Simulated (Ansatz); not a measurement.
Process, species as SMILES: CC[O][GeH3] [ethoxygermane] → CC[O][GeH2] + H atom (the Ge-H bond at the site shown breaks; other sites are not compared here)
Geometries: B3LYP-D3(BJ)/def2-TZVP minima from Ansatz (a first-principles code), one conformer each, not searched for the lowest.

Quantity: bond dissociation energy (electronic energy difference), in eV. Correlated levels leave the core frozen unless marked. UHF or UKS for open shells. No spin-orbit coupling. The frozen core is the preceding noble-gas configuration, with the filled d and f shells of earlier blocks. Non-relativistic. CBS(X,Y): correlation extrapolated as X^-3; Hartree-Fock from the larger set. The bracket is a focal-point correction in the basis named.

```
level                                                     program  bond dissociation energy (eV)
-------------------------------------------------  --------------  -----------------------------
HF/6-31G*                                                  Ansatz                           3.04
SVWN5/def2-TZVPD                                           Ansatz                           3.97
BLYP-D4/def2-TZVPD                                 Ansatz + dftd4                           3.59
r2SCAN/def2-TZVPD                                          Ansatz                           3.67
B3LYP-D3(BJ)/def2-TZVPD                            Ansatz + dftd3                           3.73
PBE0/STO-3G                                                Ansatz                           5.04
PBE0-D3(BJ)/def2-TZVP                              Ansatz + dftd3                           3.67
PBE0-D4/def2-TZVPD                                 Ansatz + dftd4                           3.67
r2SCANh-D4/def2-TZVPD                              Ansatz + dftd4                           3.69
r2SCANh/def2-TZVPD                                         Ansatz                           3.69
HSE06-D3(BJ)/def2-TZVPD                            Ansatz + dftd3                           3.66
CAM-B3LYP/def2-TZVPD                                       Ansatz                           3.80
B2GP-PLYP/def2-TZVPD                                       Ansatz                           3.75
MP2/aug-cc-pVDZ                                            Ansatz                           3.59
SCS-MP2/cc-pVDZ                                            Ansatz                           3.70
SCS-MP2/cc-pVQZ                                            Ansatz                           3.89
CCSD/6-31G                                                 Ansatz                           3.29
CCSD/aug-cc-pVDZ                                           Ansatz                           3.71
CCSD(T)/aug-cc-pVTZ                                        Ansatz                           3.81
RI-MP2/CBS(cc-pVTZ,cc-pVQZ)+[CCSD(T)-MP2]/cc-pVQZ          Ansatz                           3.87
CCSD(T)/CBS(cc-pVTZ,cc-pVQZ)                               Ansatz                           3.87
```
